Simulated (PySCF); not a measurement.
Br3In, SMILES [Br][In-]([Br])[Br], charge -1, multiplicity 2.

Geometry optimised at PBE0-D3(BJ)/def2-SVPD. The def2 effective core potentials stand for the cores of In; spin–orbit coupling is left out.

Computed with B3LYP/def2-SVPD run with PySCF.

The molecule is in vacuum.

| Item | Result |
|---|---|
| total energy | -7912.08476 hartree |
| point group | C3v |
| α spin, highest occupied and lowest empty level | -1.78 and 2.76 eV |
| β spin, highest occupied and lowest empty level | -3.64 and -0.01 eV |
| dipole moment about the centre of nuclear charge | 0.389 e·Å |
| mean static polarisability | 141.3 bohr³ (20.93 Å³) |
| polarisability, principal values | 110.7, 156.5, 156.5 bohr³ |
| ⟨S²⟩ | 0.752 (pure state 0.75) |
